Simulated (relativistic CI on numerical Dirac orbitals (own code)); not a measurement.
Inner-shell lines of B⁺

Computed by Dirac-Coulomb-Breit CI, KLI orbitals optimised for each configuration, a model potential for QED, valence Slater integrals scaled by 0.9 (own radial code, finite nucleus).

CI space: 1s2 2s2, 1s 2s2 2p, 1s 2s2 3p, 1s2 2s 2p, 1s 2s 2p2, 1s 2s 2p 3p. Levels of other configurations are missing.

The table holds the strongest lines. The upper levels have an inner-shell vacancy. Auger decay, open to those above the ionisation limit, is not computed, and radiative decays to configurations outside the model are missing too. Absolute energies can be off by a few tenths of a per cent, so close lines can change order. LS names give the leading component, which can be well under half, for lower levels too. Brackets number the levels in order of energy.

```csv
E (eV),Upper,Lower,A (s⁻¹),gA (s⁻¹)
192.68,1s 2s 2p2 1D_2 [20],1s2 2s 2p 1P°_1 [5],6.65e+10,3.32e+11
193.41,1s 2s 2p2 3P_0 [13],1s2 2s 2p 3P°_1 [3],3.94e+11,3.94e+11
193.41,1s 2s 2p2 3P_1 [14],1s2 2s 2p 3P°_2 [4],1.64e+11,4.92e+11
193.41,1s 2s 2p2 3P_1 [14],1s2 2s 2p 3P°_1 [3],9.84e+10,2.95e+11
193.41,1s 2s 2p2 3P_1 [14],1s2 2s 2p 3P°_0 [2],1.32e+11,3.96e+11
193.41,1s 2s 2p2 3P_2 [15],1s2 2s 2p 3P°_2 [4],2.95e+11,1.48e+12
193.41,1s 2s 2p2 3P_2 [15],1s2 2s 2p 3P°_1 [3],9.90e+10,4.95e+11
194.36,1s 2s2 2p 1P°_1 [12],1s2 2s2 1S_0 [1],4.48e+11,1.34e+12
194.56,1s 2s 2p2 3D_3 [16],1s2 2s 2p 3P°_2 [4],1.94e+11,1.36e+12
194.56,1s 2s 2p2 3D_2 [17],1s2 2s 2p 3P°_2 [4],4.87e+10,2.44e+11
194.57,1s 2s 2p2 3D_2 [17],1s2 2s 2p 3P°_1 [3],1.45e+11,7.24e+11
194.57,1s 2s 2p2 3D_1 [18],1s2 2s 2p 3P°_1 [3],8.09e+10,2.43e+11
194.57,1s 2s 2p2 3D_1 [18],1s2 2s 2p 3P°_0 [2],1.07e+11,3.21e+11
195.44,1s 2s 2p2 1P_1 [25],1s2 2s 2p 1P°_1 [5],6.66e+11,2.00e+12
196.94,1s 2s 2p2 3S_1 [19],1s2 2s 2p 3P°_2 [4],1.08e+11,3.23e+11
196.95,1s 2s 2p2 3S_1 [19],1s2 2s 2p 3P°_1 [3],6.46e+10,1.94e+11
199.27,1s 2s 2p2 3P_2 [23],1s2 2s 2p 3P°_2 [4],5.67e+10,2.84e+11
207.29,1s 2s 2p 3p 3D_3 [44],1s2 2s 2p 3P°_2 [4],1.98e+10,1.38e+11
209.61,1s 2s 2p 3p 1P_1 [62],1s2 2s 2p 1P°_1 [5],4.45e+10,1.33e+11
209.86,1s 2s2 3p 1P°_1 [35],1s2 2s2 1S_0 [1],4.15e+10,1.24e+11
```
